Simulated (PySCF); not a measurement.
CH₃BrF₂Sn (SMILES [CH3][Sn]([F])([F])[Br]), singlet, at a GFN2-xTB geometry (such geometries of metal compounds can be far from the true shape) (all electrons, no relativity).

Here is a job for PySCF.
```python
from pyscf import gto, scf, mcscf, mrpt
import numpy

mol = gto.M(
    atom='''
C    -2.59647989    0.09260316    0.31061592
Sn   -0.40197705    0.36777014    0.22588605
F     0.25838551    0.68441167    2.07713863
F    -0.02540493    2.08239567   -0.71275836
Br    1.20797391   -1.25782909   -0.75461244
H    -2.77535931   -0.90675477    0.68716205
H    -2.96379961    0.22730512   -0.69903374
H    -2.95902093    0.85807595    0.98588691
''',
    basis='sto-3g',
    verbose=4,
)

mf = scf.RHF(mol)
mf.kernel()
mc = mcscf.CASSCF(mf, 6, 6)
mc.fix_spin_(ss=0.0)
mc.kernel()
occ = numpy.linalg.eigvalsh(mc.fcisolver.make_rdm1(mc.ci, mc.ncas, mc.nelecas))[::-1]
ss = mc.fcisolver.spin_square(mc.ci, mc.ncas, mc.nelecas)[0]
print('natural occupations', occ.round(4), ' <S^2>', round(ss, 4))
e2 = mrpt.NEVPT(mc).kernel()
print('E(NEVPT2) = %.10f' % (mc.e_tot + e2))
```

Question: Predict the number of basis functions from PySCF with CASSCF(6,6)+NEVPT2/STO-3G.

Answer: 63

Question: What is the computed SCF-reference Mulliken (on the basis functions themselves) charges in atom order (CASSCF(6,6)+NEVPT2/STO-3G)?

Answer: C1 -0.35, Sn2 1.08, F3 -0.32, F4 -0.32, Br5 -0.29, H6 0.06, H7 0.06, H8 0.07

Question: What is the computed NEVPT2 correction (CASSCF(6,6)+NEVPT2/STO-3G)?

Answer: -0.0803 Eh

Question: Give the nuclear repulsion energy at the level CASSCF(6,6)+NEVPT2/STO-3G.

Answer: 892.3305 Eh

Question: Predict the SCF-reference dipole moment from CASSCF(6,6)+NEVPT2/STO-3G.

Answer: 2.78 D

Question: What SCF-reference HOMO-LUMO gap does CASSCF(6,6)+NEVPT2/STO-3G give?

Answer: 14.98 eV
